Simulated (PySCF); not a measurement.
PySCF job for CCl2, SMILES [C](Cl)Cl (connectivity only; charge and spin as stated), neutral, multiplicity 1, KT2/pcSseg-2. The structure is a stationary point at PBE0-D3(BJ)/def2-TZVP. The isomer is the one that the SMILES or the coordinates give; other isomers of the formula were not compared.

```python
import numpy as np
from pyscf import gto, scf, dft
from pyscf.prop.nmr import rks as nmr

mol = gto.M(
    atom='''
    Cl    0.00000000   -1.39465407    0.14790095
    C     0.00000000   -0.00000000   -0.83810537
    Cl    0.00000000    1.39465407    0.14790095
    ''',
    basis='pcSseg-2',
    charge=0,
    spin=0,
    max_memory=1600,
    verbose=3,
)
mf = dft.RKS(mol, xc='kt2')
mf.grids.level = 3
mf.conv_tol = 1e-10
mf.max_cycle = 100
mf.kernel()
n = nmr.NMR(mf)
n.verbose = 2
n.max_cycle_cphf = 60
sigma = n.kernel()
print('atom   isotropic/ppm   span/ppm')
for i, s in enumerate(sigma):
    w = np.linalg.eigvalsh((s + s.T) / 2)
    print(f'{mol.atom_symbol(i):2s}{i + 1:3d} {w.mean():14.3f} {w[2] - w[0]:11.3f}')
```

Program output:

```
converged SCF energy = -965.948191368638
atom   isotropic/ppm   span/ppm
Cl  1       -157.108    1604.987
C   2       -338.657     990.400
Cl  3       -157.108    1604.987
```

Self-consistency was reached.

Cost: roughly 9 core-seconds.
